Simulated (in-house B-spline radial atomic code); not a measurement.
**Zn⁵⁺: [Ne] 3s2 3p5 3d7 4d1 (an excited or competing configuration)**

Computed with an all-electron radial atomic-structure program (B-spline basis): non-relativistic LDA PW92, spin-polarised, spherical fractional occupations, point nucleus.

Effective charges: Z_r = [3n² - l(l+1)]/(2<r>) from the radius, Z_e = n√(-2ε) from the energy, and Slater's rules. Values are occupation-weighted means over spin.

| shell | electrons | ε (eV) | <r> (bohr) | Z_r | Z_e | Slater |
| --- | --- | --- | --- | --- | --- | --- |
| 1s | 2 | -9504.3 | 0.05118 | 29.31 | 26.43 | 29.70 |
| 2s | 2 | -1245.3 | 0.2301 | 26.08 | 19.13 | 25.85 |
| 2p | 6 | -1112.8 | 0.1997 | 25.04 | 18.09 | 25.85 |
| 3s | 2 | -229.97 | 0.6694 | 20.17 | 12.33 | 19.10 |
| 3p | 5 | -187.63 | 0.6804 | 18.37 | 11.14 | 19.10 |
| 3d | 7 | -114.09 | 0.7035 | 14.93 | 8.69 | 10.90 |
| 4d | 1 | -41.935 | 2.209 | 9.51 | 7.02 | 6.00 |

The least bound orbital is 4d up at -41.94 eV, and it is also the most diffuse (<r> = 2.209 bohr).
